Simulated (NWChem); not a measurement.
System: H₂TeS; SMILES S[TeH]

Input file for NWChem:

```
start job
memory heap 200 mb stack 900 mb global 1100 mb
geometry units angstroms noautoz
  Te     0.021414     0.574167     0.013518
  H     -1.641186     0.731300    -0.083764
  S      0.039432    -1.837961     0.069531
  H      0.117737    -2.032716    -1.266899
end
basis spherical
  Te library def2-svp
  H library def2-svp
  S library def2-svp
end
ecp
  Te library def2-ecp
end
dft
  xc b3lyp
  iterations 150
  vectors input atomic output neutral.movecs
end
task dft energy
charge 1
dft
  odft
  mult 2
  vectors input atomic output cation.movecs
end
task dft energy
```

Parts of the log:

```
             Northwest Computational Chemistry Package (NWChem) 7.3.0
             --------------------------------------------------------

 C1  symmetry detected

                             Geometry "geometry" -> ""
                             -------------------------

 Output coordinates in angstroms (scale by  1.889725989 to convert to a.u.)

  No.       Tag          Charge          X              Y              Z
 ---- ---------------- ---------- -------------- -------------- --------------
    1 Te                  52.0000     0.02806280     0.58593583     0.00817797
    2 H                    1.0000    -1.63463594     0.76980309     0.01254406
    3 S                   16.0000     0.01066428    -1.82642984     0.05304191
    4 H                    1.0000     0.00474211    -2.01558862    -1.28646927

 Effective nuclear repulsion energy (a.u.)     217.5551151331

                                 NWChem DFT Module
                                 -----------------

 Summary of "ao basis" -> "ao basis" (spherical)
 ------------------------------------------------------------------------------
       Tag                 Description            Shells   Functions and Types
 ---------------- ------------------------------  ------  ---------------------
 Te                         def2-svp                10       26   4s4p2d
 H                          def2-svp                 3        5   2s1p
 S                          def2-svp                 8       18   4s3p1d

            General Information
            -------------------
          SCF calculation type: DFT
          Wavefunction type:  closed shell.
          No. of atoms     :     4
          No. of electrons :    42
           Alpha electrons :    21
            Beta electrons :    21
          Charge           :     0
          Spin multiplicity:     1
          Use of symmetry is: off; symmetry adaption is: off
          Maximum number of iterations: 150
          AO basis - number of functions:    54
                     number of shells:    24
          Convergence on energy requested:  1.00D-06
          Convergence on density requested:  1.00D-05
          Convergence on gradient requested:  5.00D-04

              XC Information
              --------------
                         B3LYP Method XC Potential
                     Hartree-Fock (Exact) Exchange  0.200
                        Slater Exchange Functional  0.800 local
                    Becke 1988 Exchange Functional  0.720 non-local
              Lee-Yang-Parr Correlation Functional  0.810
                  VWN I RPA Correlation Functional  0.190 local

             Grid Information
             ----------------
          Grid used for XC integration:  medium
          Radial quadrature: Mura-Knowles
          Angular quadrature: Lebedev.
          Tag              B.-S. Rad. Rad. Pts. Rad. Cut. Ang. Pts.
          ---              ---------- --------- --------- ---------
          Te                  1.40      123           9.0       590
          H                   0.35       45          10.0       434
          S                   1.00       88           9.0       590
          Grid pruning is: on
          Number of quadrature shells:   301
          Spatial weights used:  Erf1

      Superposition of Atomic Density Guess
      -------------------------------------

 Sum of atomic energies:        -709.56959487

      Non-variational initial energy
      ------------------------------

 Total energy =    -665.552907
 1-e energy   =   -1227.200415
 2-e energy   =     456.302457
 HOMO         =      -0.238733
 LUMO         =      -0.034727

   convergence    iter        energy       DeltaE   RMS-Dens  Diis-err
 ---------------- ----- ----------------- --------- --------- ---------
 d= 0,ls=0.0,diis     1   -667.3615606739 -7.73D+02  1.49D-02  2.02D-01
 d= 0,ls=0.0,diis     2   -667.3814524430 -1.99D-02  5.89D-03  4.95D-02
 d= 0,ls=0.0,diis     3   -667.3893971176 -7.94D-03  2.23D-03  7.90D-03
 d= 0,ls=0.0,diis     4   -667.3905968652 -1.20D-03  7.13D-04  1.09D-03
 d= 0,ls=0.0,diis     5   -667.3907883634 -1.91D-04  1.18D-04  2.42D-05
  Resetting Diis
 d= 0,ls=0.0,diis     6   -667.3907930392 -4.68D-06  2.26D-05  1.01D-06
 d= 0,ls=0.0,diis     7   -667.3907932080 -1.69D-07  8.99D-06  4.53D-08

         Total DFT energy =     -667.390793207970
      One electron energy =    -1228.181422190782
           Coulomb energy =      502.740455964359
    Exchange-Corr. energy =      -47.294879005863
 Nuclear repulsion energy =      105.345052024316

 Numeric. integr. density =       41.999987359454

                       DFT Final Molecular Orbital Analysis
                       ------------------------------------

 Vector   19  Occ=2.000000D+00  E=-3.278448D-01
              MO Center=  7.9D-02, -6.2D-01,  7.1D-02, r^2= 3.6D+00
   Bfn.  Coefficient  Atom+Function         Bfn.  Coefficient  Atom+Function
  ----- ------------  ---------------      ----- ------------  ---------------
    43     -0.359445  3 S  py                12      0.346524  1 Te py
    40     -0.293136  3 S  py                15      0.215978  1 Te py
     3      0.211883  1 Te s                 11      0.193433  1 Te px
     4      0.167740  1 Te s                 37     -0.166286  3 S  py
    44      0.150798  3 S  pz                35      0.141218  3 S  s

 Vector   20  Occ=2.000000D+00  E=-2.608830D-01
              MO Center= -6.7D-02, -1.5D+00,  3.0D-02, r^2= 2.3D+00
   Bfn.  Coefficient  Atom+Function         Bfn.  Coefficient  Atom+Function
  ----- ------------  ---------------      ----- ------------  ---------------
    42      0.631226  3 S  px                39      0.440440  3 S  px
    36      0.250078  3 S  px                27      0.165076  2 H  s
    28      0.151662  2 H  s                  4     -0.132346  1 Te s
    11     -0.117242  1 Te px                 3     -0.109038  1 Te s
    12     -0.055268  1 Te py                22     -0.054357  1 Te d -2

 Vector   21  Occ=2.000000D+00  E=-2.316805D-01
              MO Center=  3.5D-03,  4.5D-01, -7.2D-03, r^2= 2.6D+00
   Bfn.  Coefficient  Atom+Function         Bfn.  Coefficient  Atom+Function
  ----- ------------  ---------------      ----- ------------  ---------------
    13      0.587800  1 Te pz                16      0.556157  1 Te pz
    10     -0.230983  1 Te pz                 7     -0.179941  1 Te pz
    50      0.121777  4 H  s                 35     -0.119677  3 S  s
    51      0.102912  4 H  s                 41     -0.077111  3 S  pz
    44     -0.070275  3 S  pz                34     -0.059764  3 S  s

 Vector   22  Occ=0.000000D+00  E=-7.036352D-02
              MO Center=  2.0D-02, -1.1D-01, -5.7D-03, r^2= 4.1D+00
   Bfn.  Coefficient  Atom+Function         Bfn.  Coefficient  Atom+Function
  ----- ------------  ---------------      ----- ------------  ---------------
    15      0.736513  1 Te py                43      0.647546  3 S  py
    12      0.451633  1 Te py                35      0.364967  3 S  s
    40      0.299429  3 S  py                 3     -0.256500  1 Te s
    34      0.195207  3 S  s                  9     -0.175351  1 Te py
    37      0.172485  3 S  py                 6     -0.135548  1 Te py

 Vector   23  Occ=0.000000D+00  E=-1.189694D-02
              MO Center= -5.2D-01,  5.6D-01,  8.3D-03, r^2= 3.9D+00
   Bfn.  Coefficient  Atom+Function         Bfn.  Coefficient  Atom+Function
  ----- ------------  ---------------      ----- ------------  ---------------
    28      1.203165  2 H  s                 14      0.985661  1 Te px
     4     -0.558568  1 Te s                 11      0.381679  1 Te px
     3     -0.363661  1 Te s                 27      0.301933  2 H  s
    42     -0.171423  3 S  px                43      0.164168  3 S  py
     8     -0.148974  1 Te px                 2      0.135568  1 Te s

 Vector   24  Occ=0.000000D+00  E= 2.991889D-02
              MO Center=  2.6D-03, -1.9D+00, -9.4D-01, r^2= 2.8D+00
   Bfn.  Coefficient  Atom+Function         Bfn.  Coefficient  Atom+Function
  ----- ------------  ---------------      ----- ------------  ---------------
    51      1.315710  4 H  s                 44      0.907947  3 S  pz
    35     -0.771859  3 S  s                 50      0.304106  4 H  s
    41      0.261137  3 S  pz                 3     -0.241265  1 Te s
     4      0.207386  1 Te s                 34     -0.195445  3 S  s
    43      0.164822  3 S  py                38      0.155591  3 S  pz

     Multipole analysis of the density
     ---------------------------------

     L   x y z        total         alpha         beta         nuclear
     -   - - -        -----         -----         ----         -------
     0   0 0 0     -0.000000    -21.000000    -21.000000     42.000000

     1   1 0 0     -0.077363      0.703752      0.703752     -1.484868
     1   0 1 0      0.259745     15.631487     15.631487    -31.003228
     1   0 0 1     -0.378696      0.027010      0.027010     -0.432716

     2   2 0 0    -29.889371    -19.752726    -19.752726      9.616081
     2   1 1 0     -0.357060      1.937173      1.937173     -4.231407
     2   1 0 1     -0.010591      0.016215      0.016215     -0.043021
     2   0 2 0    -28.997105   -132.822963   -132.822963    236.648821
     2   0 1 1      1.692050     -1.238788     -1.238788      4.169626
     2   0 0 2    -30.760916    -18.419042    -18.419042      6.077169

                                 NWChem DFT Module
                                 -----------------

            General Information
            -------------------
          SCF calculation type: DFT
          Wavefunction type:  spin polarized.
          No. of atoms     :     4
          No. of electrons :    41
           Alpha electrons :    21
            Beta electrons :    20
          Charge           :     1
          Spin multiplicity:     2
          Use of symmetry is: off; symmetry adaption is: off
          Maximum number of iterations: 150
          AO basis - number of functions:    54
                     number of shells:    24
          Convergence on energy requested:  1.00D-06
          Convergence on density requested:  1.00D-05
          Convergence on gradient requested:  5.00D-04

              XC Information
              --------------
                         B3LYP Method XC Potential
                     Hartree-Fock (Exact) Exchange  0.200
                        Slater Exchange Functional  0.800 local
                    Becke 1988 Exchange Functional  0.720 non-local
              Lee-Yang-Parr Correlation Functional  0.810
                  VWN I RPA Correlation Functional  0.190 local

             Grid Information
             ----------------
          Grid used for XC integration:  medium
          Radial quadrature: Mura-Knowles
          Angular quadrature: Lebedev.
          Tag              B.-S. Rad. Rad. Pts. Rad. Cut. Ang. Pts.
          ---              ---------- --------- --------- ---------
          Te                  1.40      123           9.0       590
          H                   0.35       45          10.0       434
          S                   1.00       88           9.0       590
          Grid pruning is: on
          Number of quadrature shells:   301
          Spatial weights used:  Erf1

      Superposition of Atomic Density Guess
      -------------------------------------

 Sum of atomic energies:        -709.56959487

 Renormalizing density from      42.00 to     41

      Non-variational initial energy
      ------------------------------

 Total energy =    -657.803863
 1-e energy   =   -1197.981358
 2-e energy   =     434.832443
 HOMO         =      -0.555672
 LUMO         =      -0.367679

   convergence    iter        energy       DeltaE   RMS-Dens  Diis-err
 ---------------- ----- ----------------- --------- --------- ---------
 d= 0,ls=0.0,diis     1   -666.9741106420 -7.72D+02  1.53D-02  2.56D-01
                                                     2.42D-02  2.50D-01
 d= 0,ls=0.0,diis     2   -666.6895314643  2.85D-01  1.50D-02  4.58D-01
                                                     2.41D-02  3.33D-01
 d= 0,ls=0.0,diis     3   -666.9535000015 -2.64D-01  5.96D-03  1.46D-01
                                                     5.67D-03  1.28D-01
 d= 0,ls=0.0,diis     4   -667.0540656926 -1.01D-01  2.02D-03  1.31D-02
                                                     1.80D-03  1.02D-02
 d= 0,ls=0.0,diis     5   -667.0636561736 -9.59D-03  8.06D-04  1.36D-03
                                                     6.72D-04  1.00D-03
  Resetting Diis
 d= 0,ls=0.0,diis     6   -667.0646443586 -9.88D-04  1.53D-04  7.64D-05
                                                     1.49D-04  5.11D-05
 d= 0,ls=0.0,diis     7   -667.0646972026 -5.28D-05  1.21D-04  5.78D-06
                                                     1.19D-04  4.02D-06
 d= 0,ls=0.0,diis     8   -667.0646949275  2.28D-06  6.57D-05  1.04D-05
                                                     7.07D-05  1.19D-05
 d= 0,ls=0.0,diis     9   -667.0647035859 -8.66D-06  1.61D-05  2.39D-07
                                                     2.63D-05  1.06D-07
 d= 0,ls=0.0,diis    10   -667.0647039942 -4.08D-07  7.12D-06  3.05D-08
                                                     2.49D-05  7.09D-08
 d= 0,ls=0.0,diis    11   -667.0647041634 -1.69D-07  1.98D-06  3.26D-09
                                                     1.42D-05  4.78D-09
 d= 0,ls=0.0,diis    12   -667.0647042071 -4.38D-08  1.46D-06  1.84D-09
                                                     1.23D-05  2.02D-09
 d= 0,ls=0.0,diis    13   -667.0647042341 -2.70D-08  1.22D-06  5.20D-10
                                                     1.43D-05  8.59D-10
 d= 0,ls=0.0,diis    14   -667.0647042532 -1.90D-08  8.62D-07  1.52D-10
                                                     1.01D-05  2.67D-10
 d= 0,ls=0.0,diis    15   -667.0647042591 -5.91D-09  3.93D-07  5.74D-11
                                                     3.96D-06  4.62D-11

         Total DFT energy =     -667.064704259089
      One electron energy =    -1217.285434786385
           Coulomb energy =      491.886933545902
    Exchange-Corr. energy =      -47.011255042922
 Nuclear repulsion energy =      105.345052024316

 Numeric. integr. density =       40.999987573252

                    DFT Final Alpha Molecular Orbital Analysis
                    ------------------------------------------

 Vector   19  Occ=1.000000D+00  E=-5.676787D-01
              MO Center=  4.8D-02, -5.9D-01,  1.1D-01, r^2= 3.4D+00
   Bfn.  Coefficient  Atom+Function         Bfn.  Coefficient  Atom+Function
  ----- ------------  ---------------      ----- ------------  ---------------
    12      0.410865  1 Te py                43     -0.296453  3 S  py
    40     -0.273246  3 S  py                15      0.215000  1 Te py
    34      0.212019  3 S  s                 13      0.207897  1 Te pz
    44      0.170054  3 S  pz                 3      0.165376  1 Te s
    11      0.163432  1 Te px                 9     -0.153440  1 Te py

 Vector   20  Occ=1.000000D+00  E=-5.212772D-01
              MO Center=  3.6D-03,  1.8D-01, -1.9D-02, r^2= 2.9D+00
   Bfn.  Coefficient  Atom+Function         Bfn.  Coefficient  Atom+Function
  ----- ------------  ---------------      ----- ------------  ---------------
    13      0.658452  1 Te pz                16      0.425318  1 Te pz
    10     -0.237828  1 Te pz                 7     -0.186056  1 Te pz
    50      0.163255  4 H  s                 35     -0.153261  3 S  s
    44     -0.150315  3 S  pz                41     -0.147675  3 S  pz
    34     -0.131201  3 S  s                 12     -0.093497  1 Te py

[...]
```

Level: B3LYP/def2-SVP with def2 effective core potentials on Te, vertical spin-unrestricted ions. The geometry was optimised at PBE0/def2-SVP. B3LYP is NWChem's, with the RPA form of VWN correlation. def2 effective core potentials on Te; no spin-orbit coupling.
